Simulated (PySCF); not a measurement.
**A small calculation by hand: refractive index and permittivity of the vapour**

B(Cl)(GeH3)(OH) (BClGeH₄O), SMILES O[B](Cl)[GeH3].

The structure is a stationary point at PBE-D3(BJ)/def2-SVP. Other conformers were not sampled.

CAM-B3LYP/def2-TZVP (PySCF) gives a mean static polarisability of 61.8 bohr³ and a dipole moment of 1.47 D. Take an ideal gas at 298.15 K and 1 bar, whether or not the substance is that volatile.

Work out n − 1 in the optical limit and the static ε − 1.


Polarisability volume α' = 61.8 × 0.148185 = 9.16 Å³. Number density N = p/kT = 2.43e-5 Å⁻³.
Dilute limit of Lorentz–Lorenz: n − 1 = 2π N α' = 0.0014.
Orientation term of Debye: μ²/(3kT) = 8.098 Å³ × μ²(D²) = 17.50 Å³.
ε − 1 = 4π N (α' + μ²/3kT) = 0.0081. Orientation of the dipole supplies 66 % of the static response; it can't follow optical fields. Vibrational polarisation and dispersion are left out.
